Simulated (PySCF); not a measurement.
PySCF job for Cl5Ta, SMILES [Cl][Ta+]([Cl])([Cl])([Cl])[Cl] (connectivity only; charge and spin as stated), charge +1, multiplicity 2, PBE-D3(BJ)/def2-SVP. Geometry optimised at PBE-D3(BJ)/def2-SVP. The spin state was assumed, not searched. The def2 effective core potentials stand for the cores of Ta; spin–orbit coupling is left out.

```python
import numpy as np
from pyscf import gto, scf, dft, df
from pyscf.hessian import thermo

mol = gto.M(
    atom='''
    Ta   -0.04781693    0.12749238    0.00000000
    Cl   -0.70692644   -2.23628677   -0.00000000
    Cl    1.53817454    1.74671194    0.00000000
    Cl    1.83108096   -1.40953368   -0.00000000
    Cl   -1.22849877    0.67582062    1.82180215
    Cl   -1.22849878    0.67582062   -1.82180215
    ''',
    basis='def2-SVP',
    ecp={'Ta': 'def2-svp'},
    charge=1,
    spin=1,
    max_memory=1600,
    verbose=3,
)
mf = dft.UKS(mol, xc='pbe').density_fit(auxbasis='def2-universal-jkfit')
mf.disp = 'd3bj'
mf.grids.level = 3
mf.conv_tol = 1e-11
mf.max_cycle = 100
mf.kernel()
fine, coarse = mf.grids, dft.Grids(mol).set(level=1).build(with_non0tab=True)
for _ in range(3):  # follow internal instabilities
    mf.grids = coarse
    mo, _, stable, _ = mf.stability(return_status=True, nroots=4)
    mf.grids = fine
    if stable:
        break
    mf.kernel(mf.make_rdm1(mo, mf.mo_occ))

# analytic Hessian; the response equations are solved on a coarser grid
h, args, fine = mf.Hessian(), (mf.mo_energy, mf.mo_coeff, mf.mo_occ), mf.grids
h.max_memory = max(150, 2.5e-5 * df.make_auxmol(mol, mf.with_df.auxbasis).nao * mol.nelec[0] * (mol.nelec[0] + mol.nao))  # MB; small integral blocks
h1ao = h.make_h1(mf.mo_coeff, mf.mo_occ)
mf.grids = dft.Grids(mol).set(level=1).build(with_non0tab=True)
mo1, mo_e1 = h.solve_mo1(*args, h1ao)
mf.grids = fine
hess = h.hess_elec(*args, mo1, mo_e1, h1ao) + h.hess_nuc()
if mf.do_disp():
    hess += h.get_dispersion()
for i in range(mol.natm):  # the analytic DFT Hessian lacks the response of the grid: restore translational invariance
    hess[i, i] -= hess[i].sum(axis=0)
hess = (hess + hess.transpose(1, 0, 3, 2)) / 2
vib = thermo.harmonic_analysis(mol, hess, imaginary_freq=False)
thermo.dump_normal_mode(mol, vib)
th = thermo.thermo(mf, vib['freq_au'][vib['freq_au'] > 0], 298.15, 101325)
thermo.dump_thermo(mol, th)
g0 = mf.nuc_grad_method().set(verbose=0).kernel()

# dipole derivatives [dipole axis, atom, xyz] from the same response
r, irp = mol.intor('int1e_r'), mol.intor('int1e_irp').reshape(3, 3, mol.nao, mol.nao)
sl, dm0, ok = mol.aoslice_by_atom(), np.array(mf.make_rdm1()), []
dmu = np.einsum('a,xt->xat', mol.atom_charges(), np.eye(3))
for a, (_, _, p0, p1) in enumerate(sl):
    dmu[:, a] += 2 * np.einsum('xtij,ij->xt', irp[:, :, :, p0:p1], dm0.reshape(-1, mol.nao, mol.nao).sum(0)[:, p0:p1])
    for u, c, occ, f in zip(mo1, mf.mo_coeff, mf.mo_occ, (2, 2)):
        dmu[:, a] -= f * np.einsum('tui,xuv,vi->xt', u[a], r, c[:, occ > 0], optimize=True)
L = vib['norm_mode']
ir = 974.8801 * (np.einsum('xat,kat->kx', dmu, L) ** 2).sum(1)       # km/mol
apt = np.einsum('xax->a', dmu) / 3
print('mode   freq/cm-1   IR/(km/mol)')
for k, w in enumerate(vib['freq_wavenumber']):
    print(f'{k + 1:4d} {w:11.2f} {ir[k]:13.3f}')
print('max |gradient| / (hartree/bohr):', abs(g0).max())
print('APT charges:', apt.round(4))
```

It prints:

```

WARN: HOMO -0.440804109264421 >= LUMO -0.440804109264423


WARN: HOMO -0.404845037918529 >= LUMO -0.404156140807456

converged SCF energy = -2356.34741924101  <S^2> = 0.75250286  2S+1 = 2.0025013
<class 'pyscf.df.df_jk.DFUKS'> wavefunction is stable in the internal stability analysis

WARN: DFTD3 does not support analytical Hessian, using finite difference


WARN: Mole.unit (angstrom) is changed to Bohr

Mode                                 0                   1                   2
Irrep
Freq [cm^-1]                      -11.7860             97.0599            110.7409
Reduced mass [au]                  35.4523             37.7675             44.3208
Force const [Dyne/A]               -0.0029              0.2096              0.3202
Char temp [K]                     -16.9575            139.6476            159.3315
Normal mode                   x     y     z       x     y     z       x     y     z
       0  Ta                 0.00  0.00 -0.00   -0.01 -0.01  0.00   -0.00 -0.00  0.04
       1  Cl                -0.00  0.00 -0.09    0.06 -0.01 -0.00    0.00 -0.00 -0.08
       2  Cl                 0.00  0.00 -0.06    0.04 -0.06  0.00   -0.00 -0.00 -0.05
       3  Cl                -0.00 -0.00  0.11    0.05  0.02 -0.00    0.00  0.00 -0.06
       4  Cl                 0.04 -0.01  0.02   -0.04  0.06 -0.04   -0.04  0.05  0.00
       5  Cl                -0.04  0.01  0.02   -0.04  0.06  0.04    0.04 -0.05  0.00
Mode                                 3                   4                   5
Irrep
Freq [cm^-1]                      117.5665            131.6368            138.1530
Reduced mass [au]                  42.5874             36.0103             39.5255
Force const [Dyne/A]                0.3468              0.3676              0.4445
Char temp [K]                     169.1520            189.3960            198.7714
Normal mode                   x     y     z       x     y     z       x     y     z
       0  Ta                 0.03  0.01  0.00    0.00  0.00  0.01    0.01 -0.03 -0.00
       1  Cl                -0.02  0.01 -0.00    0.00  0.00  0.04   -0.01 -0.03  0.00
       2  Cl                 0.00  0.03  0.00    0.00 -0.00 -0.10   -0.09  0.06 -0.00
       3  Cl                -0.01 -0.05 -0.00   -0.00 -0.00  0.00    0.00 -0.03  0.00
       4  Cl                -0.07 -0.02 -0.06   -0.05 -0.07  0.00    0.03  0.07 -0.02
       5  Cl                -0.07 -0.02  0.06    0.05  0.07  0.00    0.03  0.07  0.02
Mode                                 6                   7                   8
Irrep
Freq [cm^-1]                      185.2273            248.2028            345.0202
Reduced mass [au]                  40.0685             36.5029             39.2326
Force const [Dyne/A]                0.8100              1.3249              2.7516
Char temp [K]                     266.5008            357.1085            496.4073
Normal mode                   x     y     z       x     y     z       x     y     z
       0  Ta                -0.01  0.03 -0.00    0.01  0.00  0.00   -0.01  0.02 -0.00
       1  Cl                 0.10 -0.06 -0.00   -0.03 -0.12  0.00   -0.06 -0.08 -0.00
       2  Cl                -0.00 -0.00  0.00    0.03  0.00 -0.00    0.00 -0.01  0.00
       3  Cl                -0.06 -0.09  0.00   -0.07  0.08 -0.00    0.11 -0.04  0.00
       4  Cl                 0.00  0.01  0.01   -0.00  0.01 -0.01   -0.01  0.00  0.02
       5  Cl                 0.00  0.01 -0.01   -0.00  0.01  0.01   -0.01  0.00 -0.02
Mode                                 9                  10                  11
Irrep
Freq [cm^-1]                      406.2496            427.7914            438.1416
Reduced mass [au]                  39.8156             39.8483             43.1487
Force const [Dyne/A]                3.8716              4.2966              4.8803
Char temp [K]                     584.5028            615.4965            630.3883
Normal mode                   x     y     z       x     y     z       x     y     z
       0  Ta                -0.02 -0.02 -0.00    0.02 -0.01 -0.00    0.00 -0.00  0.04
       1  Cl                 0.00 -0.01 -0.00    0.00  0.00 -0.00    0.00 -0.00  0.00
       2  Cl                 0.10  0.11  0.00   -0.00 -0.00  0.00   -0.00  0.00 -0.00
       3  Cl                 0.00 -0.02  0.00   -0.01  0.00  0.00   -0.00  0.00 -0.00
       4  Cl                -0.00  0.00  0.01   -0.06  0.03  0.09    0.05 -0.03 -0.09
       5  Cl                -0.00  0.00 -0.01   -0.06  0.03 -0.09   -0.05  0.03 -0.09
temperature 298.1500 [K]
pressure 101325.00 [Pa]
Rotational constants [GHz] 0.89738 0.80670 0.70287
Symmetry number 1
Zero-point energy (ZPE) 0.00603 [Eh]   15825.339 [J/mol]
                           tot       elec      trans        rot        vib
Entropy [J/mol/K]       415.173      5.763    182.093    128.971     98.346
Cv [J/mol/K]            104.975      0.000     12.472     12.472     80.032
Cp [J/mol/K]            113.290      0.000     20.786     12.472     80.032
Internal energy [J/mol]                      3718.434   3718.434  31044.903
Internal energy [Eh]   -2356.33276  -2356.34742
Enthalpy [J/mol]                             6197.391   3718.434  31044.903
Enthalpy [Eh]          -2356.33182
Gibbs free energy [J/mol]                  -48093.607 -34734.288   1723.111
Gibbs free energy [Eh] -2356.37896
mode   freq/cm-1   IR/(km/mol)
   1      -11.79         0.131
   2       97.06         0.230
   3      110.74         0.269
   4      117.57         0.220
   5      131.64         0.078
   6      138.15         0.453
   7      185.23         1.592
   8      248.20         1.655
   9      345.02        16.756
  10      406.25        28.173
  11      427.79        25.375
  12      438.14        44.551
max |gradient| / (hartree/bohr): 0.00014018329985580744
APT charges: [ 1.9075 -0.1188 -0.2757  0.0028 -0.2579 -0.2579]
```

The calculation finished and met its thresholds. The end point has an imaginary mode, so it is no minimum.

Cost: about 8 core-minutes (a rough figure).
